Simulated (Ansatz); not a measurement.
Ti3Si3 (the lowest singlet isomer of a short search) was relaxed with PBE-D4 (def2-SVP) in Ansatz in these states: neutral quintet, neutral triplet. The geometries follow in no particular order.

A:

```xyz
6

Ti   -0.065    1.845    0.252
Ti   -0.668   -0.064   -1.337
Ti    0.422   -0.399    1.379
Si   -1.858    0.266    0.780
Si    1.660    0.329   -0.625
Si    0.509   -1.977   -0.449
```

B:

```tsv
atom	x (Å)	y (Å)	z (Å)
Ti1	0.9319	1.5259	0.1347
Ti2	1.4238	-0.9501	-0.2477
Ti3	-1.5150	0.8018	0.2302
Si4	-0.0983	0.3275	-1.8033
Si5	0.1935	-0.1702	1.8141
Si6	-0.9359	-1.5349	-0.1280
```

**Question.** Judge from the bond lengths which geometry belongs to which state (an estimate).

**Answer.** A is the neutral triplet (Ti2–Ti3 2.945 Å, Ti3–Si4 2.449 Å, Ti2–Si4 2.451 Å); B is the neutral quintet (Ti2–Ti3 3.455 Å, Ti3–Si4 2.523 Å, Ti2–Si4 2.524 Å).

At PBE0-D4/def2-TZVP a triplet lies 0.22 eV below the neutral quintet. These are the stationary points nearest to one start from a short search; other shapes may lie lower in each state.
